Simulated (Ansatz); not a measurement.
Relaxation of CH5AlBNO (10 atoms, charge 0, multiplicity 1), to a largest force component of 0.015 eV/Å in at most 40 steps.

Computed with RKS LDA/def2-SVP in Ansatz.

```xyz
10
Properties=species:S:1:pos:R:3:forces:R:3
N -1.661 -1.506 0.431 -0.35 2.18 -0.18
B -0.205 -1.652 0.357 -0.65 0.13 -0.54
Al 0.991 -0.127 -0.343 0.29 1.20 -1.12
C 1.125 1.803 -0.218 -2.83 0.14 -1.14
O 1.404 1.280 -1.493 -0.16 -1.45 1.03
H -1.892 -0.608 1.015 0.31 -1.70 -1.00
H -2.004 -1.224 -0.543 0.25 -0.24 1.11
H 0.317 -2.652 0.704 0.44 -0.81 0.63
H 0.090 2.355 -0.213 1.43 -0.38 0.39
H 1.919 2.279 0.306 1.27 0.95 0.82
```

Where does it end, and by what steps?

The forces met the threshold. After 24 steps the energy has fallen by 2.002 eV; H6 moved furthest, 2.04 Å.

```json
{"step": "0", "energy less start (eV)": "0.0000", "largest force component (eV/Å)": "2.827", "accepted": "yes"}
{"step": "1", "energy less start (eV)": "-0.4099", "largest force component (eV/Å)": "1.128", "accepted": "yes"}
{"step": "2", "energy less start (eV)": "-0.6634", "largest force component (eV/Å)": "1.207", "accepted": "yes"}
{"step": "3", "energy less start (eV)": "-0.8540", "largest force component (eV/Å)": "1.878", "accepted": "yes"}
{"step": "4", "energy less start (eV)": "-1.1422", "largest force component (eV/Å)": "1.222", "accepted": "yes"}
{"step": "5", "energy less start (eV)": "-1.3929", "largest force component (eV/Å)": "1.495", "accepted": "yes"}
{"step": "6", "energy less start (eV)": "-1.5608", "largest force component (eV/Å)": "1.163", "accepted": "yes"}
{"step": "7", "energy less start (eV)": "-1.6843", "largest force component (eV/Å)": "1.164", "accepted": "yes"}
{"step": "8", "energy less start (eV)": "-1.7849", "largest force component (eV/Å)": "0.835", "accepted": "yes"}
{"step": "9", "energy less start (eV)": "-1.8727", "largest force component (eV/Å)": "0.536", "accepted": "yes"}
{"step": "10", "energy less start (eV)": "-1.9299", "largest force component (eV/Å)": "0.691", "accepted": "yes"}
{"step": "11", "energy less start (eV)": "-1.9736", "largest force component (eV/Å)": "0.155", "accepted": "yes"}
{"step": "12", "energy less start (eV)": "-1.9788", "largest force component (eV/Å)": "0.315", "accepted": "yes"}
{"step": "13", "energy less start (eV)": "-1.9929", "largest force component (eV/Å)": "0.127", "accepted": "yes"}
{"step": "14", "energy less start (eV)": "-1.9955", "largest force component (eV/Å)": "0.067", "accepted": "yes"}
{"step": "15", "energy less start (eV)": "-1.9964", "largest force component (eV/Å)": "0.059", "accepted": "yes"}
{"step": "16", "energy less start (eV)": "-1.9956", "largest force component (eV/Å)": "0.135", "accepted": "no"}
{"step": "17", "energy less start (eV)": "-1.9974", "largest force component (eV/Å)": "0.023", "accepted": "yes"}
{"step": "18", "energy less start (eV)": "-1.9991", "largest force component (eV/Å)": "0.150", "accepted": "yes"}
{"step": "19", "energy less start (eV)": "-2.0004", "largest force component (eV/Å)": "0.081", "accepted": "yes"}
{"step": "20", "energy less start (eV)": "-2.0013", "largest force component (eV/Å)": "0.053", "accepted": "yes"}
{"step": "21", "energy less start (eV)": "-2.0019", "largest force component (eV/Å)": "0.074", "accepted": "yes"}
{"step": "22", "energy less start (eV)": "-2.0021", "largest force component (eV/Å)": "0.032", "accepted": "yes"}
{"step": "23", "energy less start (eV)": "-2.0023", "largest force component (eV/Å)": "0.031", "accepted": "yes"}
{"step": "24", "energy less start (eV)": "-2.0024", "largest force component (eV/Å)": "0.012", "accepted": "yes"}
```

```xyz
10
Properties=species:S:1:pos:R:3
N -1.765 -1.673 0.308
B -0.413 -1.404 0.437
Al 0.512 0.410 -0.027
C 1.417 2.080 -0.313
O 1.362 1.118 -1.379
H -2.167 -2.578 0.573
H -2.461 -1.021 -0.064
H 0.290 -2.294 0.900
H 0.870 3.029 -0.512
H 2.439 2.281 0.080
```

Whether the end is a true minimum wasn't checked by a vibrational analysis.

Run time: 21 s on 2 threads of Intel(R) Xeon(R) Platinum 8488C (Sapphire Rapids), with other jobs on the host, peak memory 0.19 GiB.
